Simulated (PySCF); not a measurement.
C₃H₆GeO, SMILES C[C]1=C[O][GeH2]1. The structure is a stationary point at PBE0-D3(BJ)/def2-SVP. This is a generated structure with no PubChem entry under its InChIKey; it may be hypothetical.

Computed equilibrium geometry at PBE0-D3(BJ)/def2-SVP (PySCF confirms it by a frequency run) as a Z-matrix, and its point group:
point group Cs.
```
C
C 1 1.3529
O 2 1.3596 1 113.66
H 2 1.0993 1 129.42 3 180.00
C 1 1.4840 2 132.16 4 0.00
H 5 1.1020 1 110.68 2 0.00
H 5 1.1028 6 107.36 1 122.72
H 5 1.1028 6 107.36 7 114.57
Ge 3 1.8732 2 87.68 4 180.00
H 9 1.5381 3 110.62 2 118.13
H 9 1.5381 10 111.25 3 -123.37
```
